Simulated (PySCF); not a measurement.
C4H7PTe.
SMILES with atom numbers: `[CH3:1][CH2:2][C:3]1=[CH:4][P@H:5]1=[Te:6]` (hydrogens: H7, H8, H9 on C1; H10, H11 on C2; H12 on C4; H13 on P5)

Computed with PBE0-D3(BJ)/def2-SVP geometry optimisation, gas phase, def2 core potentials past Kr in PySCF 2.14.0.

What internal coordinates does the optimisation give?

| bond | length (bohr) | order |
| --- | --- | --- |
| C1–C2 | 2.885 | single |
| C2–C3 | 2.791 | single |
| C3=C4 | 2.505 | double |
| C4–P5 | 3.362 | single |
| P5=Te6 | 4.403 | double |
| C3–P5 | 3.382 | single |
| C1–H7, C1–H8, C1–H9 | 2.078 | single |
| C2–H10 | 2.086 | single |
| C2–H11 | 2.084 | single |
| C4–H12 | 2.063 | single |
| P5–H13 | 2.685 | single |

Bonds in one row agree within 0.02 bohr and their mean is given. Orders are formal, as drawn. A selection of angles:
| angle | degrees |
| --- | --- |
| C2–C1–H7 | 111.1 |
| H7–C1–H8 | 108.4 |
| C1–C2–C3 | 111.7 |
| C1–C2–H10 | 109.8 |
| C1–C2–H11 | 111.3 |
| C3–C2–H10 | 107.9 |
| C3–C2–H11 | 109.1 |
| H10–C2–H11 | 106.9 |
| C2–C3–C4 | 146.1 |
| C2–C3–P5 | 145.4 |
| C4–C3–P5 | 67.8 |
| C3–C4–P5 | 68.6 |
| C3–C4–H12 | 142.8 |
| P5–C4–H12 | 148.1 |
| C4–P5–Te6 | 129.4 |
| C4–P5–H13 | 109.2 |
| Te6–P5–H13 | 116.7 |
| C3–P5–C4 | 43.6 |
| C3–P5–Te6 | 128.4 |
| C3–P5–H13 | 109.3 |

Torsions: C1–C2–C3–C4 -123° (anticlinal); C2–C3–C4–P5 170° (antiperiplanar); C3–C4–P5–Te6 -108° (anticlinal); C2–C3–P5–C4 -171° (antiperiplanar).

The 3-membered ring C3–C4–P5 has internal angles of 43.6° to 68.6°. The 3 C–C bonds span 1.326 Å (C3=C4, drawn double) to 1.527 Å (C1–C2, drawn single), a spread of 0.201 Å. P5 (phosphorus bonded to 2 C, Te and H) has angles from 43.6° to 129.4°.

Point group: C1 (no symmetry element, even within 0.4 Å). Stationary, but not proved a minimum. One conformer, not necessarily the lowest.

The run took 83 s on one thread, Arm Neoverse V1 (aarch64) (shared host), and the process peaked at 0.54 GiB of memory. That covers the optimisation of the geometry.
